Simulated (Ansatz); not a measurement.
The cluster Hf₂O₅H₂, relaxed as a singlet with RKS r2SCAN-D4/def2-SVP in Ansatz, starting from the GFN2-xTB geometry. Force threshold 0.02 eV/Å.

In the def2 sets Hf takes a core potential; there is no spin–orbit coupling. The structure holds one bond between oxygen atoms, so isomers without such links may lie far lower. The relaxation made no stability test and no search for a lower SCF solution. No other spin state of charge 0 was run. Another isomer (singlet) lies 0.75 eV lower at PBE0-D4/def2-TZVP; other spin states weren't run for this one.

Start:

Cartesian coordinates in Å:
```
Hf -1.5253 -0.3430 -1.2660
Hf 1.0414 0.3927 0.1815
O -0.9014 1.3951 -0.4078
O -1.0033 0.3655 0.6825
O 1.6677 -0.3901 1.7967
O 0.3567 -0.8808 -1.1927
O -3.0243 -1.1585 -1.7217
H 2.1511 1.6942 -0.3943
H 1.2373 -1.0752 2.3219
```

Estimate the energy that the relaxation releases and the steps that it takes.

17.5 kcal/mol, in 15 steps; 47 s on 4 threads of Arm Neoverse V2 on a shared host. No frequencies were taken in this run, so the end may be a saddle point.

Does the start keep its bonding?

By distances, no bond broke or formed. The bond that changes most is Hf1–O3, from 2.04 to 2.31 Å (atoms count from 1).

Predict the relaxed structure.


```tsv
atom	x (Å)	y (Å)	z (Å)
Hf1	-1.5783	-0.0968	-1.5767
Hf2	0.8181	0.2652	0.2317
O3	-0.7146	1.6542	-0.3396
O4	-1.3379	0.4917	0.4082
O5	1.5293	-0.5886	1.8189
O6	0.2727	-0.7827	-1.3328
O7	-2.8031	-1.3864	-1.4720
H8	2.0723	1.5180	-0.3555
H9	1.7415	-1.0746	2.6178
```
Bond lengths (bridged metal pairs left out): 8 × Hf–O 1.78 to 2.31 Å; 1 × O–O 1.52 Å; 1 × H–Hf 1.87 Å; 1 × H–O 0.96 Å.
